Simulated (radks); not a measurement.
Spherical jellium clusters: N electrons in a uniform positive sphere of charge N and radius rs N^(1/3), rs = 2.27 bohr. Calculated with a radial shooting solver with Libxc functionals: non-relativistic Kohn-Sham, PBEsol, spin-polarised, spherical densities. Levels are named by radial order and angular momentum (1s, 1p, 1d, 2s, ...), and open shells are averaged over m. Each electron was tried in the lowest free levels, single moves between levels near the top were tried too, and the lowest total energy was kept; such a search can miss a lower state. Energies include the self-energy of the background; IP and EA are vertical (highest electron removed, lowest free level filled), at fixed background; spill-out counts the electrons outside the background radius R, and alpha is the static dipole polarisability from linear response (closed shells only). A dash means not computed or, for alpha, an open shell; in EA it means that no bound solution was reached, which is typical of self-interaction and does not show that the anion is unstable. Real open-shell clusters deform, which this model forbids.

\begin{tabular}{lrrrrrr}
N & open shells & 2S & E(N+1) + E(N-1) - 2E(N) (eV) & EA (eV) & -e(HOMO) (eV) & spill-out (e) \\ \hline
1 & 1s(up 1, down 0) & 1 & - & - & 4.156 & 0.58 \\
2 & none & 0 & 2.498 & - & 4.838 & 0.83 \\
3 & 1p(up 1, down 0) & 1 & -1.068 & - & 2.404 & 1.25 \\
4 & 1p(up 2, down 0) & 2 & -0.972 & - & 3.420 & 1.54 \\
5 & 1p(up 3, down 0) & 3 & 0.522 & - & 4.130 & 1.74 \\
6 & 1p(up 3, down 1) & 2 & -0.913 & - & 3.664 & 1.93 \\
7 & 1p(up 3, down 2) & 1 & -0.660 & 2.177 & 4.337 & 2.09 \\
8 & none & 0 & 3.094 & - & 4.820 & 2.22 \\
9 & 1d(up 1, down 0) & 1 & -0.525 & - & 1.954 & 2.50 \\
10 & 1d(up 2, down 0) & 2 & -0.493 & - & 2.537 & 2.72 \\
11 & 1d(up 3, down 0) & 3 & -0.450 & - & 3.008 & 2.91 \\
12 & 1d(up 4, down 0) & 4 & -0.406 & - & 3.401 & 3.07 \\
13 & 1d(up 5, down 0) & 5 & 0.322 & - & 3.736 & 3.21 \\
14 & 1d(up 5, down 0) 2s(up 1, down 0) & 6 & 0.118 & - & 3.523 & 3.51 \\
15 & 1d(up 5, down 1) 2s(up 1, down 0) & 5 & -0.509 & - & 3.479 & 3.64 \\
16 & 1d(up 5, down 3) & 2 & -0.454 & 2.041 & 3.841 & 3.61 \\
17 & 1d(up 5, down 4) & 1 & -0.300 & 2.322 & 4.123 & 3.72 \\
18 & none & 0 & 0.179 & 2.248 & 4.367 & 3.82 \\
19 & 2s(up 1, down 0) & 1 & 0.301 & 2.092 & 4.211 & 4.04 \\
20 & none & 0 & 1.942 & - & 4.030 & 4.29 \\
21 & 1f(up 1, down 0) & 1 & -0.295 & - & 2.167 & 4.45 \\
22 & 1f(up 2, down 0) & 2 & -0.277 & - & 2.461 & 4.60 \\
23 & 1f(up 3, down 0) & 3 & -0.259 & - & 2.724 & 4.73 \\
24 & 1f(up 4, down 0) & 4 & -0.243 & - & 2.959 & 4.85 \\
25 & 1f(up 5, down 0) & 5 & -0.227 & - & 3.173 & 4.96 \\
26 & 1f(up 6, down 0) & 6 & -0.213 & 1.757 & 3.368 & 5.06 \\
27 & 1f(up 7, down 0) & 7 & 0.589 & - & 3.547 & 5.16 \\
28 & 1f(up 7, down 1) & 6 & -0.242 & - & 2.971 & 5.26 \\
29 & 1f(up 7, down 2) & 5 & -0.223 & 1.636 & 3.189 & 5.36 \\
30 & 1f(up 7, down 3) & 4 & -0.206 & 1.836 & 3.387 & 5.45 \\
31 & 1f(up 7, down 4) & 3 & -0.191 & 2.019 & 3.567 & 5.54 \\
32 & 1f(up 7, down 5) & 2 & - & 2.188 & 3.732 & 5.63 \\
\end{tabular}

All shells are closed at N = 2, 8, 18, 20 (there: 1s2 1p6 1d10 2s2); the second difference of the energy has clear peaks (12 % above both neighbours; the first and last values, which can be the largest, are not judged, and half-filled shells can peak too) at N = 5, 8, 13, 20, 27.
